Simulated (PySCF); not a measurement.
Ionisation energy of As by level of theory

As [Ar] 3d10 4s2 4p3 (4S) → As⁺ [Ar] 3d10 4s2 4p2 (3P), as a difference of total energies. Computed with PySCF 2.14 in x2c-TZVPPall with one added diffuse shell each of s, p, d type (7s6p5d1f, 57 functions), with scalar relativity by spin-free X2C-1e. Correlated levels: valence: [Ar] 3d10 frozen. The calculations carry no spin-orbit coupling.

```
           method  ionisation energy (eV)
              UHF                   9.417
    MP2 (valence)                   9.891
SCS-MP2 (valence)                   9.745
   CCSD (valence)                   9.861
CCSD(T) (valence)                   9.892
```

How much does correlation contribute at CCSD(T) (valence)?

9.892 − (9.417) = 0.475 eV, measured against UHF.

Errors of the correlated levels include the incompleteness of this basis and the frozen core.

For comparison: 10.008 eV (measured; NIST levels, between the centres of gravity of the two terms).
